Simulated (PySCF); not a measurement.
# Correlation energy of Mn (manganese, neutral)

[Ar] 3d7, high-spin 4F determinant (an excited configuration). All numbers are calculated (PySCF 2.14, the spin-free X2C one-electron Hamiltonian (Gaussian nucleus), in x2c-QZVPPall (11s7p5d4f2g, 103 functions)). Frozen: [Ar]; 7 electrons correlated.

| level | correlation energy (mhartree) |
| --- | --- |
| CCSD | -228.29 |
| (T) | -15.83 |
| CCSD(T) | -244.12 |

Diagnostics: T1 = 0.070, D1 = 0.1154, largest double amplitude 0.055.

Task: Is a single reference adequate?

Result: Largely. T1 is above 0.03 while the doubles stay small, so the singles mainly relax the orbitals.
